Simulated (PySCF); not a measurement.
```xyz
12

B     -2.0206     0.7469     0.0675
C     -1.0031    -0.4244    -0.0467
C      0.4015    -0.0559    -0.3557
C      1.4504    -0.4050     0.3815
C      2.7785     0.0013     0.0621
N      3.8539     0.3179    -0.1788
H     -3.0665     0.5665     0.6061
H     -1.7953     1.8009    -0.4389
H     -1.0681    -1.1314     0.7821
H     -1.4338    -0.9609    -0.9144
H      0.5648     0.5639    -1.2311
H      1.3381    -1.0197     1.2663
```

Charge 0, multiplicity 1.

Task: Give the Mulliken and meta-Löwdin atomic charges from CAM-B3LYP-D3(BJ)/def2-TZVP (PySCF).

Result: 
```json
[
 {"atom": "B1", "Mulliken (e)": "-0.03", "meta-Löwdin (e)": "0.06"},
 {"atom": "C2", "Mulliken (e)": "-0.22", "meta-Löwdin (e)": "-0.31"},
 {"atom": "C3", "Mulliken (e)": "-0.07", "meta-Löwdin (e)": "-0.03"},
 {"atom": "C4", "Mulliken (e)": "-0.08", "meta-Löwdin (e)": "-0.18"},
 {"atom": "C5", "Mulliken (e)": "-0.25", "meta-Löwdin (e)": "0.11"},
 {"atom": "N6", "Mulliken (e)": "0.03", "meta-Löwdin (e)": "-0.23"},
 {"atom": "H7", "Mulliken (e)": "0.02", "meta-Löwdin (e)": "0.02"},
 {"atom": "H8", "Mulliken (e)": "0.02", "meta-Löwdin (e)": "0.01"},
 {"atom": "H9", "Mulliken (e)": "0.14", "meta-Löwdin (e)": "0.13"},
 {"atom": "H10", "Mulliken (e)": "0.15", "meta-Löwdin (e)": "0.16"},
 {"atom": "H11", "Mulliken (e)": "0.15", "meta-Löwdin (e)": "0.13"},
 {"atom": "H12", "Mulliken (e)": "0.15", "meta-Löwdin (e)": "0.14"}
]
```
